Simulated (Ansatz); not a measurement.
Consider the ligand exchange at the Si–F bond: `F[SiH](F)F` + `O[SiH2]O` → `O[SiH2]O[SiH](F)F` + H–F.

Gas-phase electronic energies from Ansatz, PBE0-D4/def2-TZVP geometries. CBS: MP2 limit from def2 TZ/QZ plus the TZ coupled-cluster correction, frozen cores. This one scheme is used for every species. Functionals use def2-TZVPP. Each species was taken in one conformer, which may not be the lowest.

**Question.** Is it downhill or uphill in electronic energy at CCSD(T)/CBS, and by how much? (An estimate is asked.)

**Answer.** Computed: Uphill: ΔE = +4.2 kcal/mol.

**Question.** What do these levels give: PBE0-D4, ωB97M-V, r2SCAN, PBE0, MP2/CBS(def2), CCSD/CBS(def2)? (Estimate.)

**Answer.** Ansatz gave: PBE0-D4 4.4, ωB97M-V 5.3, r2SCAN 6.2, PBE0 5.7, MP2/CBS(def2) 4.1, CCSD/CBS(def2) 4.2 kcal/mol.

Largest T1 diagnostic among the species: 0.012.

From PBE to PBE0 (25 % exact exchange), in def2-TZVPP and without D4, ΔE moves by −1.1 kcal/mol. The D4 term adds −2.1 kcal/mol with B3LYP and −1.2 kcal/mol with PBE0; it sums over pairs of atoms, weighted by their polarisabilities, and B3LYP, whose exchange is more repulsive, gets the larger term.

B3LYP here is the variant with VWN-RPA as its local correlation; programs differ in this.
